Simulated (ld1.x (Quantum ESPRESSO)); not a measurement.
## iron, PAW: configuration errors across variants

iron, PAW, made with ld1.x (Quantum ESPRESSO) 7.5 (PBE, fully relativistic). Core [Ne], reference 3s2 3p6 3d5 4s0 4p0 (charge +3). Waves: 3s (bound): rcut 1.40, rcutus 1.55 bohr; 4s (bound, empty): rcut 1.40, rcutus 1.55 bohr; 3p (bound): rcut 1.20, rcutus 1.70 bohr; 4p (bound, empty): rcut 1.20, rcutus 1.70 bohr; 3d (bound): rcut 1.45, rcutus 1.60 bohr; 3d channel at -2.7 Ry: rcut 1.45, rcutus 1.60 bohr; 4f channel at 0.5 Ry: rc 1.30 bohr. Local part: the f channel. Core correction: a·sin(br)/r model core, default radius (ld1.x builds one for every PAW set, though the input has nlcc=.false.). Augmentation charge: BESSEL, radius 0.90 bohr.

Open shells are filled in proportion to 2j + 1 (rel_dist='average').

All-electron excitation energies from the reference (eV): (1) 3s2 3p6 3d6 4s2 4p0 -59.155; (2) 3s2 3p6 3d6 4s1 4p0 -50.426; (3) 3s2 3p6 3d6 4s0 4p0 -34.223; (4) 3s2 3p6 3d4 4s0 4p0 53.088; (5) 3s2 3p6 3d5 4s2 4p0 -44.949; (6) 3s2 3p6 3d7 4s0 4p0 -52.519; (7) 3s2 3p5 3d6 4s2 4p0 8.535.

Tests that are not counted but printed errors over 1 eV. “wave 3d channel at -2.7 Ry: rcut 1.45, rcutus 1.60 bohr becomes 3d channel at -1.79 Ry: rcut 1.45, rcutus 1.60 bohr”: 3s2 3p6 3d7 4s0 4p0 (solver errors, printed error -3086 eV). “wave 3d channel at -2.7 Ry: rcut 1.45, rcutus 1.60 bohr becomes 3d channel at -0.9 Ry: rcut 1.45, rcutus 1.60 bohr”: 3s2 3p6 3d4 4s0 4p0 (solver errors, printed error -1911 eV).

Errors AE − PS in meV (a dash: test not solved or not reliable):

| change | (1) | (2) | (3) | (4) | (5) | (6) | (7) | bound ghosts |
| --- | --- | --- | --- | --- | --- | --- | --- | --- |
| base | -4.5 | -4.8 | -6.2 | -17 | +0.6 | -12 | -2.8 | not determined |
| wave 3d channel at -2.7 Ry: rcut 1.45, rcutus 1.60 bohr becomes 3d channel at -3.03 Ry: rcut 1.45, rcutus 1.60 bohr | -4.9 | -5.1 | -6.5 | -17 | +0.4 | -13 | -3.6 | not determined |
| wave 3d channel at -2.7 Ry: rcut 1.45, rcutus 1.60 bohr becomes 3d channel at -2.99 Ry: rcut 1.45, rcutus 1.60 bohr | -4.8 | -5.1 | -6.5 | -17 | +0.4 | -13 | -3.6 | not determined |
| wave 3d channel at -2.7 Ry: rcut 1.45, rcutus 1.60 bohr becomes 3d channel at -2.57 Ry: rcut 1.45, rcutus 1.60 bohr | -4.3 | -4.7 | -6.0 | -17 | +0.6 | -11 | -2.4 | not determined |
| wave 3d channel at -2.7 Ry: rcut 1.45, rcutus 1.60 bohr becomes 3d channel at -2.26 Ry: rcut 1.45, rcutus 1.60 bohr | -3.6 | -4.1 | -6.0 | -17 | +0.7 | -11 | -1.3 | not determined |
| wave 3d channel at -2.7 Ry: rcut 1.45, rcutus 1.60 bohr becomes 3d channel at -1.79 Ry: rcut 1.45, rcutus 1.60 bohr | -1.6 | -3.4 | -7.9 | -19 | +1.2 | – | -0.4 | not determined |
| wave 3d channel at -2.7 Ry: rcut 1.45, rcutus 1.60 bohr becomes 3d channel at -0.9 Ry: rcut 1.45, rcutus 1.60 bohr | +16 | +11 | -0.8 | – | +2.7 | – | – | not determined |
| wave 3d channel at -2.7 Ry: rcut 1.45, rcutus 1.60 bohr becomes 3d channel at 0.72 Ry: rcut 1.45, rcutus 1.60 bohr | +1.3 | +0.8 | -1.4 | -11 | +0.6 | +3.3 | -5.3 | not determined |
| wave 3d channel at -2.7 Ry: rcut 1.45, rcutus 1.60 bohr becomes 3d channel at 2.6 Ry: rcut 1.45, rcutus 1.60 bohr | +4.8 | +4.7 | +2.5 | -4.2 | +0.9 | +13 | -4.7 | not determined |

**Question.** Give the same row for: wave 3d channel at -2.7 Ry: rcut 1.45, rcutus 1.60 bohr becomes 3d channel at -2.86 Ry: rcut 1.45, rcutus 1.60 bohr.

**Answer.** -4.8, -5.0, -6.4, -17, +0.5, -12, -3.3; bound ghosts: not determined.
